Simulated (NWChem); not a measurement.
System: SiH2S2, singlet; SMILES S[Si]S

Here is an NWChem input.

```
start job
memory heap 200 mb stack 900 mb global 1100 mb
geometry units angstroms noautoz
  Si    -1.018948     0.012283     0.001090
  S      0.363004     1.667291    -0.000989
  H      1.554123     1.021062    -0.000940
  S      0.431897    -1.581797     0.001963
  H     -0.477070    -2.583415     0.003403
end
basis spherical
  Si library def2-svp
  S library def2-svp
  H library def2-svp
end
dft
  xc xwpbe 1.00 cpbe96 1.0 hfexch 1.00
  cam 0.4 cam_alpha 0.0 cam_beta 1.0
  iterations 150
  mulliken
end
task dft energy
```

NWChem printed, in part:

```
             Northwest Computational Chemistry Package (NWChem) 7.3.0
             --------------------------------------------------------

 CS  symmetry detected

                             Geometry "geometry" -> ""
                             -------------------------

 Output coordinates in angstroms (scale by  1.889725989 to convert to a.u.)

  No.       Tag          Charge          X              Y              Z
 ---- ---------------- ---------- -------------- -------------- --------------
    1 Si                  14.0000    -1.00916347     0.01251568     0.00000000
    2 S                   16.0000     0.37240250     1.66784725     0.00000000
    3 H                    1.0000     1.56367235     1.02189638     0.00000000
    4 S                   16.0000     0.44205351    -1.58122593     0.00000000
    5 H                    1.0000    -0.46667993    -2.58305686     0.00000000

 Effective nuclear repulsion energy (a.u.)     174.7059753783

      Symmetry information
      --------------------

 Group name             Cs
 Group number              2
 Group order               2
 No. of unique centers     5

  pbe96 is a nonlocal functional; adding pw91lda local functional.

                                 NWChem DFT Module
                                 -----------------

 Summary of "ao basis" -> "ao basis" (spherical)
 ------------------------------------------------------------------------------
       Tag                 Description            Shells   Functions and Types
 ---------------- ------------------------------  ------  ---------------------
 Si                         def2-svp                 8       18   4s3p1d
 S                          def2-svp                 8       18   4s3p1d
 H                          def2-svp                 3        5   2s1p

      Symmetry analysis of basis
      --------------------------

        a'         47
        a"         17

            General Information
            -------------------
          SCF calculation type: DFT
          Wavefunction type:  closed shell.
          No. of atoms     :     5
          No. of electrons :    48
           Alpha electrons :    24
            Beta electrons :    24
          Charge           :     0
          Spin multiplicity:     1
          Use of symmetry is: on ; symmetry adaption is: on
          Maximum number of iterations: 150
          AO basis - number of functions:    64
                     number of shells:    30
          Convergence on energy requested:  1.00D-06
          Convergence on density requested:  1.00D-05
          Convergence on gradient requested:  5.00D-04

              XC Information
              --------------
                     Hartree-Fock (Exact) Exchange  1.000
                     LC-wPBE(h)Exchange Functional  1.000
            Perdew 1991 LDA Correlation Functional  1.000 local
           PerdewBurkeErnz. Correlation Functional  1.000 non-local

           Range-Separation Parameters
           ---------------------------
           Alpha           :  0.00
           Beta            :  1.00
           Gamma           :  0.40
           Short-Range HF  :     F

             Grid Information
             ----------------
          Grid used for XC integration:  medium
          Radial quadrature: Mura-Knowles
          Angular quadrature: Lebedev.
          Tag              B.-S. Rad. Rad. Pts. Rad. Cut. Ang. Pts.
          ---              ---------- --------- --------- ---------
          Si                  1.10       88           9.0       590
          S                   1.00       88          11.0       590
          H                   0.35       45          11.0       434
          Grid pruning is: on
          Number of quadrature shells:   354
          Spatial weights used:  Erf1

      Superposition of Atomic Density Guess
      -------------------------------------

 Sum of atomic energies:       -1084.43173925

      Non-variational initial energy
      ------------------------------

 Total energy =   -1085.035976
 1-e energy   =   -1848.639125
 2-e energy   =     588.897174
 HOMO         =      -0.237081
 LUMO         =      -0.027966

      Symmetry analysis of molecular orbitals - initial
      -------------------------------------------------

  Numbering of irreducible representations:

     1 a'          2 a"

  Orbital symmetries:

     1 a'          2 a'          3 a'          4 a'          5 a'
     6 a'          7 a'          8 a'          9 a'         10 a"
    11 a"         12 a'         13 a'         14 a'         15 a"
    16 a'         17 a'         18 a'         19 a'         20 a'
    21 a'         22 a"         23 a"         24 a'         25 a"
    26 a'         27 a'         28 a'         29 a'         30 a'
    31 a'         32 a'         33 a'         34 a"

     ---------------------------------------------
      Total Density - Mulliken Population Analysis
     ---------------------------------------------

    Atom       Charge   Shell Charges
 -----------   ------   -------------------------------------------------------
    1 Si  14    13.40   2.00  1.99  1.25  0.58  5.93  0.71  0.82  0.11
    2 S   16    16.51   2.00  1.99  1.21  0.64  5.94  1.82  2.89  0.03
    3 H    1     0.79   0.57  0.19  0.03
    4 S   16    16.50   2.00  1.99  1.21  0.64  5.94  1.82  2.87  0.03
    5 H    1     0.80   0.58  0.19  0.03

   convergence    iter        energy       DeltaE   RMS-Dens  Diis-err
 ---------------- ----- ----------------- --------- --------- ---------
 d= 0,ls=0.0,diis     1  -1086.3233289257 -1.26D+03  9.92D-03  3.74D-01
 d= 0,ls=0.0,diis     2  -1086.3600100425 -3.67D-02  3.94D-03  4.21D-02
 d= 0,ls=0.0,diis     3  -1086.3662372511 -6.23D-03  1.18D-03  4.76D-03
 d= 0,ls=0.0,diis     4  -1086.3671107914 -8.74D-04  3.82D-04  1.20D-04
 d= 0,ls=0.0,diis     5  -1086.3671599946 -4.92D-05  1.71D-04  1.25D-05
  Resetting Diis
 d= 0,ls=0.0,diis     6  -1086.3671666332 -6.64D-06  4.09D-05  8.67D-07
 d= 0,ls=0.0,diis     7  -1086.3671671065 -4.73D-07  1.31D-05  1.64D-07
 d= 0,ls=0.0,diis     8  -1086.3671671689 -6.24D-08  4.90D-06  4.85D-08

         Total DFT energy =    -1086.367167168910
      One electron energy =    -1849.905563713399
           Coulomb energy =      661.411532469810
    Exchange-Corr. energy =      -72.579111303573
 Nuclear repulsion energy =      174.705975378251

 Numeric. integr. density =       48.000008389101

                  Occupations of the irreducible representations
                  ----------------------------------------------

                     irrep           alpha         beta
                     --------     --------     --------
                     a'               19.0         19.0
                     a"                5.0          5.0

                       DFT Final Molecular Orbital Analysis
                       ------------------------------------

 Vector   22  Occ=2.000000D+00  E=-4.266888D-01  Symmetry=a"
              MO Center=  1.9D-01, -1.5D-01, -9.6D-16, r^2= 3.7D+00
   Bfn.  Coefficient  Atom+Function         Bfn.  Coefficient  Atom+Function
  ----- ------------  ---------------      ----- ------------  ---------------
    54      0.422076  4 S  pz                31      0.364955  2 S  pz
    51      0.305827  4 S  pz                28      0.268052  2 S  pz
    13      0.188561  1 Si pz                48      0.175822  4 S  pz
    10      0.154347  1 Si pz                25      0.153892  2 S  pz
     7     -0.088388  1 Si pz                17     -0.056891  1 Si d  1

 Vector   23  Occ=2.000000D+00  E=-3.794396D-01  Symmetry=a"
              MO Center=  3.6D-01,  2.0D-01,  4.4D-16, r^2= 4.0D+00
   Bfn.  Coefficient  Atom+Function         Bfn.  Coefficient  Atom+Function
  ----- ------------  ---------------      ----- ------------  ---------------
    31      0.494797  2 S  pz                54     -0.449379  4 S  pz
    28      0.341182  2 S  pz                51     -0.308274  4 S  pz
    25      0.195741  2 S  pz                48     -0.176737  4 S  pz
    15      0.065233  1 Si d -1

 Vector   24  Occ=2.000000D+00  E=-3.556492D-01  Symmetry=a'
              MO Center= -9.0D-01, -1.5D-01,  7.2D-16, r^2= 3.5D+00
   Bfn.  Coefficient  Atom+Function         Bfn.  Coefficient  Atom+Function
  ----- ------------  ---------------      ----- ------------  ---------------
     3      0.404546  1 Si s                  4      0.370899  1 Si s
     8     -0.306529  1 Si px                11     -0.302584  1 Si px
    52      0.272279  4 S  px                 2      0.235764  1 Si s
    49      0.203349  4 S  px                30      0.178197  2 S  py
     5      0.164515  1 Si px                53     -0.164485  4 S  py

 Vector   25  Occ=0.000000D+00  E=-5.261774D-03  Symmetry=a"
              MO Center= -8.0D-01,  1.6D-02,  1.8D-15, r^2= 3.4D+00
   Bfn.  Coefficient  Atom+Function         Bfn.  Coefficient  Atom+Function
  ----- ------------  ---------------      ----- ------------  ---------------
    13      0.750530  1 Si pz                10      0.374543  1 Si pz
    31     -0.325158  2 S  pz                54     -0.322740  4 S  pz
     7     -0.204765  1 Si pz                28     -0.153188  2 S  pz
    51     -0.152056  4 S  pz                25     -0.089146  2 S  pz
    48     -0.088343  4 S  pz                35      0.038497  2 S  d  1

[...]
```

Level: LC-wPBE (HJS exchange hole, range parameter 0.4 per bohr)/def2-SVP. Low-valent species are run as closed-shell singlets; no triplet was tried in these runs. Structure relaxed at the PBE0/def2-SVP level.
